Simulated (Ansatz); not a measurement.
C$_{2}$H$_{5}$F$_{2}$NSi (`F[Si]1(F)CCN1`). Charge 0, multiplicity 1.

```xyz
11

F    -0.133   -1.568    1.997
Si   -0.012   -1.133    0.474
F    -0.044   -2.526   -0.289
C    -1.054    0.264   -0.152
C     0.299    0.991   -0.403
N     1.217   -0.059    0.071
H    -1.625    0.079   -1.061
H    -1.691    0.765    0.576
H     0.382    1.913    0.180
H     0.447    1.229   -1.460
H     2.214    0.046    0.067
```

Question: List the harmonic frequencies (cm⁻¹, unscaled) at PBE0-D4/def2-TZVP in Ansatz. (Best estimate.)

Answer: Computed: 102, 176, 293, 307, 338, 356, 543, 724, 777, 857, 893, 932, 956, 999, 1029, 1112, 1161, 1218, 1240, 1366, 1441, 1526, 3037, 3078, 3115, 3172, 3700.

Question: Is this a minimum?

Answer: Yes, all 27 modes are real.

Question: Give the ideal-gas thermochemistry at 298.15 K and 1 bar (rigid rotor, harmonic oscillator; point group Cs, symmetry number 1).

Answer: Zero-point energy 206.0 kJ/mol; H(298) − E = 225.6 kJ/mol; entropy 334.3 J/(mol·K), of which translation 167.4, rotation 112.6, vibration 54.4; G(298) − E = 125.9 kJ/mol.

Question: Rotational constants (cm⁻¹)?

Answer: 0.1577, 0.0815, 0.07556.
